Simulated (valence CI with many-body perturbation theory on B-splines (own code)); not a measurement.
# E1 transitions of I40+

Method: valence CI with perturbative core correlation (CI+MBPT): three valence electrons over a frozen Dirac-Fock core [Ne], a basis of 11 s, 11 p, 9 d, 7 f, 5 g, 2 h, 1 i functions for each j, with the one-electron correlation potential Σ1 (screened to all orders), the two-electron term Σ2, the three-electron term Σ3, Breit, model QED; selected single and double excitations, second order for the rest (own B-spline code, finite nucleus).

The last digits are not significant, and no measured levels were compared; by estimate large intervals hold to a few tenths of a per cent, small ones and those within an open d or f shell to about a per cent.

Lines 51 to 100 of 283 in falling wavelength, among levels below 4593.1 × 10³ cm⁻¹, chosen from the strongest by gf and those to the six lowest levels. Wavelengths and rates use the calculated energies. Electric multipoles are in the length gauge, E1 and E2 with the static RPA response of the core. Weak lines are less certain than strong ones. Lines between different terms over intervals too small for the method are left out, as are lines whose strength nearly cancels. The highest levels of a list are the least certain.

Levels are named by their leading jj configuration (3d3/2^4 stands for four electrons in 3d with j = 3/2), which in mixed levels can hold well under half, so a name can repeat and another be missing. Letters in brackets count levels of one name in rising energy.

| λ vac (nm) | Upper | Lower | A (s⁻¹) | log gf | Branch % |
| --- | --- | --- | --- | --- | --- |
| 9.061 | (3s 3p1/2 3d3/2) J=5/2 | (3s 3p1/2 3p3/2) J=5/2 | 3.80e+09 | -1.55 | 46.6 |
| 8.933 | (3s 3p1/2 3d3/2) J=1/2 | (3s 3p1/2 3p3/2) J=3/2 [b] | 8.02e+06 | -4.72 | 0.0 |
| 8.872 | (3s 3p1/2 3d3/2) J=3/2 [b] | (3s 3p1/2 3p3/2) J=3/2 [b] | 5.89e+09 | -1.56 | 2.0 |
| 8.833 | (3s 3p1/2 3d5/2) J=5/2 [a] | (3s 3p1/2 3p3/2) J=3/2 [b] | 4.23e+08 | -2.53 | 0.6 |
| 8.826 | (3s 3p1/2 3d3/2) J=3/2 [a] | (3s 3p1/2 3p3/2) J=3/2 [a] | 8.69e+07 | -3.39 | 0.3 |
| 8.761 | (3s 3d3/2 3d5/2) J=7/2 [b] | (3s 3p3/2 3d3/2) J=5/2 [b] | 9.81e+09 | -1.04 | 3.9 |
| 8.696 | (3s 3d5/2^2) J=9/2 | (3s 3p3/2 3d5/2) J=7/2 [b] | 5.28e+09 | -1.22 | 2.7 |
| 8.497 | (3s 3d3/2 3d5/2) J=7/2 [b] | (3s 3p3/2 3d5/2) J=7/2 [a] | 1.15e+10 | -1.00 | 4.5 |
| 8.397 | (3s 3p1/2 3d3/2) J=5/2 | (3s 3p1/2 3p3/2) J=3/2 [a] | 5.34e+08 | -2.47 | 6.6 |
| 8.192 | (3s^2 3d3/2) J=3/2 | (3s^2 3p3/2) J=3/2 | 3.12e+08 | -2.90 | 0.1 |
| 8.145 | (3p1/2 3p3/2 3d5/2) J=5/2 [a] | (3p1/2 3p3/2^2) J=5/2 | 1.10e+10 | -1.18 | 5.3 |
| 8.106 | (3s 3p1/2 3d5/2) J=5/2 [b] | (3s 3p1/2 3p3/2) J=3/2 [b] | 1.23e+10 | -1.14 | 15.5 |
| 8.105 | (3s 3p1/2 3d5/2) J=3/2 | (3s 3p1/2 3p3/2) J=3/2 [b] | 3.18e+09 | -1.90 | 1.7 |
| 8.076 | (3s 3d5/2^2) J=9/2 | (3s 3p3/2 3d5/2) J=7/2 [a] | 4.85e+10 | -0.32 | 24.5 |
| 8.049 | (3s^2 3d5/2) J=5/2 | (3s^2 3p3/2) J=3/2 | 5.42e+09 | -1.50 | 100.0 |
| 8.007 | (3s 3p1/2 3d3/2) J=3/2 [b] | (3s 3p1/2 3p3/2) J=5/2 | 1.16e+08 | -3.35 | 0.0 |
| 7.975 | (3s 3p1/2 3d5/2) J=5/2 [a] | (3s 3p1/2 3p3/2) J=5/2 | 5.30e+08 | -2.52 | 0.7 |
| 7.935 | (3s 3p3/2 3d3/2) J=7/2 | (3s^2 3d5/2) J=5/2 | 1.33e+10 | -1.00 | 6.6 |
| 7.883 | (3s 3p1/2 3p3/2) J=3/2 [a] | (3s^2 3p1/2) J=1/2 | 4.69e+08 | -2.76 | 40.9 |
| 7.797 | (3s 3p3/2 3d5/2) J=7/2 [a] | (3s 3p3/2^2) J=5/2 | 9.14e+09 | -1.18 | 5.6 |
| 7.779 | (3p1/2 3p3/2 3d3/2) J=7/2 | (3s 3p1/2 3d5/2) J=7/2 | 9.27e+09 | -1.17 | 7.1 |
| 7.763 | (3p1/2 3p3/2 3d5/2) J=7/2 [b] | (3p1/2 3p3/2^2) J=5/2 | 1.10e+11 | -0.10 | 65.5 |
| 7.758 | (3p1/2 3p3/2 3d5/2) J=5/2 [b] | (3p1/2 3p3/2^2) J=3/2 | 1.76e+11 | -0.02 | 54.9 |
| 7.697 | (3s 3d3/2 3d5/2) J=5/2 [b] | (3s 3p3/2 3d5/2) J=3/2 [a] | 1.38e+10 | -1.13 | 3.5 |
| 7.690 | (3p1/2^2 3d5/2) J=5/2 | (3p1/2^2 3p3/2) J=3/2 | 2.78e+10 | -0.83 | 26.2 |
| 7.687 | (3s 3p1/2 3d5/2) J=7/2 | (3s 3p1/2 3p3/2) J=5/2 | 3.75e+10 | -0.58 | 84.8 |
| 7.682 | (3p1/2 3p3/2 3d5/2) J=1/2 | (3p1/2 3p3/2^2) J=1/2 | 1.16e+11 | -0.69 | 53.2 |
| 7.675 | (3s 3d3/2 3d5/2) J=7/2 [a] | (3s 3p3/2 3d3/2) J=5/2 [a] | 6.72e+10 | -0.32 | 20.7 |
| 7.587 | (3s 3p3/2 3d5/2) J=1/2 | (3s 3p3/2^2) J=1/2 | 1.35e+11 | -0.63 | 45.7 |
| 7.585 | (3p1/2 3p3/2 3d5/2) J=1/2 | (3p1/2 3p3/2^2) J=3/2 | 3.58e+10 | -1.21 | 16.4 |
| 7.565 | (3p1/2 3p3/2 3d5/2) J=3/2 [b] | (3p1/2 3p3/2^2) J=1/2 | 3.32e+10 | -0.94 | 9.1 |
| 7.527 | (3s 3p1/2 3d3/2) J=1/2 | (3s 3p1/2 3p3/2) J=3/2 [a] | 3.30e+09 | -2.25 | 1.1 |
| 7.484 | (3s 3p1/2 3d3/2) J=3/2 [b] | (3s 3p1/2 3p3/2) J=3/2 [a] | 7.31e+09 | -1.61 | 2.5 |
| 7.481 | (3p1/2 3p3/2 3d5/2) J=7/2 [a] | (3s 3p1/2 3d5/2) J=5/2 [b] | 1.62e+10 | -0.96 | 10.0 |
| 7.478 | (3s 3p3/2 3d5/2) J=5/2 [b] | (3s 3p3/2^2) J=3/2 | 1.86e+11 | -0.03 | 42.5 |
| 7.475 | (3s 3d3/2 3d5/2) J=9/2 | (3s 3p3/2 3d5/2) J=9/2 | 1.55e+10 | -0.89 | 6.1 |
| 7.458 | (3p1/2 3p3/2 3d5/2) J=5/2 [b] | (3p1/2 3p3/2^2) J=5/2 | 3.35e+10 | -0.78 | 10.5 |
| 7.456 | (3s 3p1/2 3d5/2) J=5/2 [a] | (3s 3p1/2 3p3/2) J=3/2 [a] | 7.29e+10 | -0.44 | 98.1 |
| 7.430 | (3s 3d3/2 3d5/2) J=9/2 | (3s 3p3/2 3d3/2) J=7/2 | 1.32e+11 | 0.04 | 52.0 |
| 7.402 | (3s 3d3/2 3d5/2) J=5/2 [a] | (3s 3p3/2 3d3/2) J=3/2 [a] | 8.49e+10 | -0.38 | 22.4 |
| 7.379 | (3s 3p1/2 3d5/2) J=5/2 [b] | (3s 3p1/2 3p3/2) J=5/2 | 4.29e+10 | -0.68 | 53.9 |
| 7.377 | (3s 3p1/2 3d5/2) J=3/2 | (3s 3p1/2 3p3/2) J=5/2 | 2.93e+10 | -1.02 | 15.6 |
| 7.342 | (3p1/2 3p3/2 3d3/2) J=5/2 [b] | (3s 3p1/2 3d5/2) J=3/2 | 2.17e+10 | -0.98 | 6.0 |
| 7.338 | (3s 3p3/2 3d5/2) J=3/2 [b] | (3s 3p3/2^2) J=1/2 | 9.53e+10 | -0.51 | 24.9 |
| 7.306 | (3s 3d3/2 3d5/2) J=3/2 [a] | (3s 3p3/2 3d3/2) J=1/2 [a] | 9.03e+10 | -0.54 | 25.7 |
| 7.298 | (3s 3p3/2 3d5/2) J=3/2 [a] | (3s^2 3d5/2) J=5/2 | 4.33e+10 | -0.86 | 20.7 |
| 7.295 | (3s 3p3/2 3d5/2) J=7/2 [b] | (3s 3p3/2^2) J=5/2 | 2.55e+11 | 0.21 | 95.0 |
| 7.232 | (3s 3d3/2 3d5/2) J=7/2 [b] | (3s 3p3/2 3d5/2) J=9/2 | 1.10e+10 | -1.16 | 4.3 |
| 7.193 | (3p1/2 3p3/2 3d5/2) J=3/2 [b] | (3p1/2 3p3/2^2) J=5/2 | 3.58e+10 | -0.95 | 9.8 |
| 7.190 | (3s 3d3/2 3d5/2) J=7/2 [b] | (3s 3p3/2 3d3/2) J=7/2 | 5.02e+10 | -0.51 | 19.8 |
